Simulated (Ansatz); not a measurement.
Geometry optimisation, RHF/def2-SVP in Ansatz.

Input:

```yaml
crystal:
  periodic: [false, false, false]
  atoms:
    - { symbol: B, position_ang: [-0.198915, 0.477023, -0.366468] }
    - { symbol: F, position_ang: [0.018889, -0.145825, 2.071385] }
    - { symbol: H, position_ang: [0.83213, -0.060582, -0.601478] }
    - { symbol: O, position_ang: [-1.406505, -0.042335, -0.517177] }
    - { symbol: H, position_ang: [-1.409878, -0.961904, -0.743228] }
    - { symbol: Br, position_ang: [-0.1044, 2.420889, 0.153673] }
    - { symbol: H, position_ang: [-0.085922, 0.723735, 2.319094] }
basis:
  gaussian: { orbitals: def2-SVP }
hamiltonian:
  xc: hf
relax:
  f_tol: 0.03
  max_steps: 50
output:
  orbitals: {}
```

Launched with:

```bash
$ ansatz run input.yaml --threads 1 --pin off --max-ram 2048MiB --backend cpu --events-out ev --progress --plain --runs-dir out
```

Where does it end, and by what steps?

The run converged. After 8 steps the energy has fallen by 0.065 eV; F2 moved furthest, 0.32 Å.

```
step  energy less start (eV)  largest force component (eV/Å)  accepted
   0                  0.0000                           0.907       yes
   1                 -0.0517                           0.573       yes
   2                 -0.0223                           1.981        no
   3                 -0.0596                           0.580       yes
   4                 -0.0626                           0.095       yes
   5                 -0.0634                           0.111       yes
   6                 -0.0644                           0.044       yes
   7                 -0.0645                           0.035       yes
   8                 -0.0646                           0.020       yes
```

```xyz
7
Properties=species:S:1:pos:R:3
B -0.220 0.506 -0.462
F 0.053 -0.161 2.385
H 0.806 -0.059 -0.679
O -1.421 -0.035 -0.613
H -1.417 -0.948 -0.859
Br -0.130 2.370 0.101
H -0.025 0.738 2.443
```

Whether the end is a true minimum wasn't checked by a vibrational analysis.

The run took 18 s on 1 thread of AMD EPYC 7R43 64-Core Processor (Zen 3), on a shared host, peak memory 0.19 GiB.
